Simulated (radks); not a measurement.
Task: Coulomb parameter of the 3d shell of the nickel ion Ni+ in the model configuration [Ar] 3d8 4s1, as a second difference U = [E(n + 0.5) + E(n - 0.5) - 2 E(n)] / (0.5)^2 with all orbitals relaxed. "Bare": the charge of the atom changes with n. "Screened": the 4s shell takes up the change at fixed total charge, which measures U(3d,3d) + U(4s,4s) - 2 U(3d,4s). All-electron calculation, scalar-relativistic Kohn-Sham, LDA (Slater exchange, Perdew-Wang correlation), spin-unpolarised, spherical densities, finite nucleus; Fermi nuclear charge, rms radius 3.7757 fm. Program: a radial shooting solver on a logarithmic mesh with Libxc functionals. Estimate both.

Result: U(bare) = 15.359 eV, U(screened by 4s) = 3.776 eV, against the Slater integral F0(3d,3d) = 25.789 eV with frozen orbitals.
